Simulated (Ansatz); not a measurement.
Stretching the Zn1–H2 bond in H2SeZn (SMILES [ZnH][SeH]) (multiplicity 1 held, fragments rigid). Energies count from the point at 1.536 Å.
Geometry at that point (charge 0, multiplicity 1):
```xyz
4

Zn    -0.709    -0.510    -0.829
H     -1.614    -1.165    -1.883
Se     0.654     0.505     0.741
H      0.655    -0.719     1.562
```

Signs of static correlation in def2-TZVPP, with CASSCF(2,2), from Ansatz (a first-principles code) runs.

```csv
R (Å),T1 of restricted CCSD,⟨S²⟩ of UHF,largest double amplitude of restricted CCSD,weight of the CASSCF reference in MRCISD,CASSCF natural occupations
1.228,0.015,0.000,0.037,0.902,1.98 0.02
1.382,0.015,0.000,0.046,0.902,1.98 0.02
1.536,0.015,0.000,0.039,0.903,1.97 0.03
1.689,0.016,0.000,0.050,0.903,1.97 0.03
1.843,0.016,0.000,0.054,0.903,1.95 0.05
2.073,0.018,0.000,0.060,0.904,1.93 0.07
2.303,0.020,?,0.136,0.904,1.89 0.11
2.687,0.027,0.685,0.235,0.905,1.79 0.21
3.071,0.039,0.877,?,0.905,1.64 0.36
3.532,0.056,0.964,0.532,0.905,1.44 0.56
4.146,0.076,0.998,0.744,0.905,1.22 0.78
4.914,0.086,1.007,0.907,0.905,1.09 0.91
```

Question: Complete the blanks.

Answer: 
- 2.303, ⟨S²⟩ of UHF: 0.212
- 3.071, largest double amplitude of restricted CCSD: 0.359

Doubts at one or more of the structures used: a restricted determinant that unrestricted orbitals would lower (R-CCSD(T)/def2-TZVPP); other coupled-cluster roots lie near (R-CCSD(T)/def2-TZVPP); T1 above 0.05 (R-CCSD(T)/def2-TZVPP, U-CCSD(T)/def2-TZVPP); a spin-contaminated determinant (U-CCSD(T)/def2-TZVPP).
